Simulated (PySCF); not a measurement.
# Ionising TaBr

r²SCAN; Ta def2-TZVPPD with ECP60, Br def2-TZVPPD; scalar-relativistic core potentials (PySCF 2.14). Neutral (UKS): quintet (σ ↑, π ↑, δ ↑↑), Re = 2.453 Å, ωe = 247 cm⁻¹, HOMO -4.32 eV, LUMO -3.36 eV.

TaBr⁺ (UKS): quartet (σ ↑, δ ↑↑), Re = 2.319 Å, ωe = 319 cm⁻¹. The energies at the minima are -2631.10813 hartree for TaBr and -2630.84959 for TaBr⁺.

Task: Work out the adiabatic ionisation energy, without and with harmonic zero-point energies (1 hartree = 27.2114 eV, 1 eV = 8065.5 cm⁻¹), and the change of the bond length.

Result: At r²SCAN: 0.25854 hartree = 7.035 eV between the minima; the zero-point term (319.0 − 247.0)/2 cm⁻¹ = +0.004 eV makes it 7.040 eV. Re changes by -13.4 pm against the neutral. The electron leaves a π orbital, and the shorter bond of the ion fits an antibonding orbital, or a change in how ionic the bond is.

TaBr⁻ (UKS): quartet (π ↑↑, δ ↑), Re = 2.605 Å, ωe = 175 cm⁻¹. The energies at the minima are -2631.10813 hartree for TaBr and -2631.14633 for TaBr⁻.

Task: Work out the adiabatic electron affinity, without and with harmonic zero-point energies (1 hartree = 27.2114 eV, 1 eV = 8065.5 cm⁻¹), and the change of the bond length.

Result: At r²SCAN: 0.03820 hartree = 1.039 eV between the minima; the zero-point term (247.0 − 175.0)/2 cm⁻¹ = +0.004 eV makes it 1.044 eV. Re changes by +15.2 pm against the neutral. More than one orbital changes its filling between the two states.

De is left out where the level can put another filling of the metal’s s and d shells below the measured ground configuration, by anything from nothing to about 1 eV. These are scalar-relativistic numbers at best; spin–orbit coupling would shift them, the dissociation energy most. The highest Kohn–Sham level is positive in this anion. Much of that is self-interaction error, but it also means that the finite basis helps to hold the extra electron. The state is the lowest single determinant that the PBE0 search found; with open d or f shells the true ground state can be another one.
